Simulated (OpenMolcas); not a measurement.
## Mn4+, Tc4+, Re4+: d³ down the group

```
Program             : OpenMolcas
Method              : SS-CASPT2, IPEA 0.25 Eh, imaginary shift 0.1 Eh
Basis               : ANO-R2
Scalar Hamiltonian  : X2C, finite nucleus
Spin-orbit coupling : RASSI with atomic mean-field integrals over the reference wave functions, term energies averaged over their components
```

Active space for each ion: 3 electrons in 5 orbitals (d); closed shells correlated by CASPT2: Mn4+ 3s 3p; Tc4+ 4s 4p; Re4+ 5s 5p.

Computed levels in cm-1 above ⁴F_3/2:

```
                               Level   Mn4+   Tc4+   Re4+
                              ⁴F_5/2    367   1060   4950
                              ⁴F_7/2    864   2370   9180
                              ⁴F_9/2   1477   3830  12180
                              ⁴P_1/2  17140  12290  15310
                              ⁴P_5/2  17710  13900  21570
                              ²G_7/2  18140  13930  19610
                              ²G_9/2  18650  14790  31090
                              ²P_1/2  24940  18430  25660
                              ²H_9/2  25200  19150  20430
weight of ⁴F in the lowest level (%)    100     98     85
```

Mixed levels, with the weight of the term that names them: Re4+ ⁴F_9/2 (64 %), Re4+ ⁴P_1/2 (73 %), Re4+ ²G_9/2 (56 %), Re4+ ²P_1/2 (73 %), Re4+ ²H_9/2 (57 %).

Measured, with the error of the calculation in %. Measured levels: Mn4+ from Corliss and Sugar, J. Phys. Chem. Ref. Data 6, 1253 (1977); Re4+ from the list in Brasseur, Gamrath and Quinet, At. Data Nucl. Data Tables 157, 101636 (2024).

```json
{"Level": "⁴F_5/2", "Mn4+": "359 (+2.1)", "Re4+": "4853 (+2.1)"}
{"Level": "⁴F_7/2", "Mn4+": "835 (+3.4)", "Re4+": "8973 (+2.3)"}
{"Level": "⁴F_9/2", "Mn4+": "1412 (+4.6)", "Re4+": "11914 (+2.2)"}
{"Level": "⁴P_1/2", "Mn4+": "16434 (+4.3)", "Re4+": "14325 (+6.8)"}
{"Level": "⁴P_5/2", "Mn4+": "17049 (+3.9)", "Re4+": "20922 (+3.1)"}
{"Level": "²G_7/2", "Mn4+": "17892 (+1.4)", "Re4+": "19013 (+3.2)"}
{"Level": "²G_9/2", "Mn4+": "18399 (+1.4)", "Re4+": "30366 (+2.4)"}
{"Level": "²P_1/2", "Mn4+": "23082 (+8.0)", "Re4+": "23669 (+8.4)"}
{"Level": "²H_9/2", "Mn4+": "24975 (+0.9)", "Re4+": "19967 (+2.3)"}
```

The fine-structure level ⁴F_9/2 changes by a factor of 8.25 from Mn4+ to Re4+.

Without spin-orbit coupling ⁴P lies 16650, 11050, 10720 cm-1 above ⁴F in that order; the difference to the level ⁴P_1/2, of either sign, comes from spin-orbit coupling, which also lowers the zero.

CASPT2 does not keep the components of a term degenerate, so their means are used; among the terms shown or strongly mixed into the levels shown the widest spread is 930 cm-1 (5d³ ²P, Re4+). The CASPT2 spread within a term exceeds the gap to the next term for 3d³ ²P and 3d³ ²H, so the order of their levels is uncertain (figures for Mn4+; the like holds for Tc4+, Re4+). Computed and measured levels are paired by configuration, term and J; levels that our copy of the source lacks, or whose pairing is in doubt (as where it misses far off the trend of its configuration), stay unpaired and out of the deviations. Only configurations of the active space appear.
